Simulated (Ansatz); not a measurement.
Geometry optimisation, RKS B3LYP-D4/def2-SVP in Ansatz 0.2.0.

The input (input.yaml):

```yaml
crystal:
  periodic: [false, false, false]
  atoms:
    - { symbol: Sn, position_ang: [0.159612, 0.100013, -0.159549] }
    - { symbol: H, position_ang: [-0.130788, 0.064969, 1.54568] }
    - { symbol: Cl, position_ang: [2.448308, -0.079644, -0.647687] }
    - { symbol: Cl, position_ang: [-0.621072, 2.041186, -1.202943] }
    - { symbol: Cl, position_ang: [-0.903953, -1.756483, -1.147062] }
    - { symbol: S, position_ang: [-3.068564, 0.056321, 1.522407] }
    - { symbol: H, position_ang: [-2.993663, -1.006176, 0.687643] }
    - { symbol: H, position_ang: [-1.87488, -0.292986, 2.121211] }
basis:
  gaussian: { orbitals: def2-SVP }
hamiltonian:
  xc: b3lyp
  dispersion: d4
relax:
  f_tol: 0.03
  max_steps: 50
```

Command:

```bash
$ ansatz run input.yaml --threads 4 --pin off --max-ram 5120MiB --backend cpu --events-out ev --progress --plain --runs-dir out
```

Question: Where does it end, and by what steps?

Answer: The forces met the threshold. The force dipped under the threshold on the way, but the program's further checks kept it going. After 32 steps the energy has fallen by 0.242 eV; H8 moved furthest, 1.61 Å.

| step | energy less start (eV) | largest force component (eV/Å) | accepted |
| --- | --- | --- | --- |
| 0 | 0.0000 | 0.804 | yes |
| 2 | -0.0989 | 0.304 | yes |
| 4 | -0.1688 | 0.143 | yes |
| 6 | -0.1457 | 1.155 | no |
| 8 | -0.1895 | 0.266 | yes |
| 10 | -0.1944 | 0.082 | yes |
| 12 | -0.2007 | 0.256 | yes |
| 14 | -0.2046 | 0.246 | yes |
| 16 | -0.2125 | 0.106 | yes |
| 18 | -0.2162 | 0.052 | yes |
| 20 | -0.2187 | 0.194 | yes |
| 22 | -0.2281 | 0.036 | yes |
| 24 | -0.2297 | 0.072 | yes |
| 26 | -0.2334 | 0.026 | yes |
| 28 | -0.2360 | 0.235 | yes |
| 30 | -0.2411 | 0.110 | yes |
| 32 | -0.2418 | 0.010 | yes |

```xyz
8
Properties=species:S:1:pos:R:3
Sn 0.320 0.028 0.000
H 0.596 0.518 1.603
Cl 2.364 0.089 -1.169
Cl -1.113 1.428 -1.240
Cl -0.438 -2.189 -0.251
S -2.735 -0.046 1.824
H -3.174 0.569 0.702
H -2.805 -1.268 1.250
```

Whether the end is a true minimum wasn't checked by a vibrational analysis.

The run took 75 s on 4 threads of Arm Neoverse V1, on a shared host, peak memory 0.33 GiB.
